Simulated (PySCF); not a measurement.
This PySCF input asks for the NMR shieldings of `C=C(C)P(/C=C/C)CC`, C$_{8}$H$_{15}$P; the geometry comes from GFN2-xTB.

```python
import basis_set_exchange as bse
import numpy as np
from pyscf import gto, dft
from pyscf.prop import nmr

atoms = """
C     0.044121   -2.152908    1.335024
C    -0.873931   -1.627390    0.535652
C    -2.303771   -2.078577    0.542455
P    -0.448572   -0.419201   -0.783122
C     1.066131    0.289784   -0.066257
C     2.221187    0.294123   -0.717589
C     3.492925    0.869572   -0.193222
C    -1.608883    0.950923   -0.256962
C    -1.321388    2.224557   -1.039175
H    -0.204121   -2.918471    2.054694
H     1.075097   -1.841600    1.304593
H    -2.410789   -3.019948    1.077920
H    -2.937629   -1.335240    1.026541
H    -2.660364   -2.208724   -0.479138
H     0.983346    0.732109    0.922563
H     2.277841   -0.149308   -1.703834
H     3.869213    1.633024   -0.874128
H     4.253852    0.092277   -0.120827
H     3.349208    1.313478    0.789613
H    -1.499218    1.122324    0.818487
H    -2.631630    0.620882   -0.453155
H    -2.005765    3.018803   -0.744699
H    -1.436952    2.047175   -2.106756
H    -0.301642    2.562098   -0.861122
"""
names = dict.fromkeys(["C", "P", "H"], "pcSseg-1")
basis = {el: gto.basis.parse(bse.get_basis(n, elements=[el], fmt="nwchem")) for el, n in names.items()}
mol = gto.M(atom=atoms, basis=basis, charge=0, verbose=0)
mf = dft.RKS(mol, xc="PBE0")
mf.grids.level = 2
mf.grids.alignment = dft.numint.BLKSIZE   # the property module wants whole blocks of grid points
mf.conv_tol = 1e-9
mf.kernel()

calc = nmr.RKS(mf)   # GIAO
C = mf.mo_coeff
Co = C[:, mf.mo_occ > 0]
resp = mf.gen_response(singlet=True, hermi=2)
def vind(x):   # induced exchange potential for any number of trial vectors
    d = np.einsum("pi,xij,qj->xpq", C, 2 * x.reshape(-1, C.shape[1], Co.shape[1]), Co, optimize=True)
    return np.einsum("xpq,pi,qj->xij", resp(d - d.transpose(0, 2, 1)), C, Co, optimize=True).ravel()
mo1, _ = nmr.rhf.solve_mo1(calc, with_cphf=vind)
sigma = calc.kernel(mo1)
for i, s in enumerate(sigma):   # ppm
    print("%2d %-2s %9.2f" % (i, mol.atom_pure_symbol(i), np.trace(s) / 3))
```

Task: Give the expected output.

Result: 
```
 0 C      63.98
 1 C      27.90
 2 C     162.51
 3 P     348.38
 4 C      45.15
 5 C      29.99
 6 C     162.04
 7 C     159.59
 8 C     173.57
 9 H      26.11
10 H      26.40
11 H      29.68
12 H      29.72
13 H      29.93
14 H      25.78
15 H      25.11
16 H      29.63
17 H      29.62
18 H      29.66
19 H      30.40
20 H      29.95
21 H      30.37
22 H      30.75
23 H      30.73
```

These numbers come from an equivalent density-fitted implementation of the same equations, which agrees with the script to about 0.01 ppm for H and up to a few tenths of a ppm for heavy atoms, so last digits may differ.

Size and cost of the density-fitted run: 235 basis functions, about 2.4 core-minutes.
